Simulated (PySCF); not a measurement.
SiH₃F, SMILES [SiH3]F.

The structure is a stationary point at r2SCAN-D4/def2-TZVP.

Computed with CAM-B3LYP/def2-TZVPD in PySCF.

Symmetry labels are those of the subgroup Cs that the program uses (full group C3v).

Q: List the valence orbital energies around the gap with their symmetry. (Estimate from the structure and the level; the computed values follow.)

A: 
```csv
orbital,symmetry,energy (eV)
HOMO−7,A',-101.80
HOMO−6,A',-34.62
HOMO−5,A',-17.58
HOMO−4,A',-14.45
HOMO−3,A',-14.36
HOMO−2,A",-14.36
HOMO−1,A',-11.26
HOMO,A",-11.26
LUMO,A',0.52
LUMO+1,A',1.09
LUMO+2,A',1.92
LUMO+3,A",1.92
```
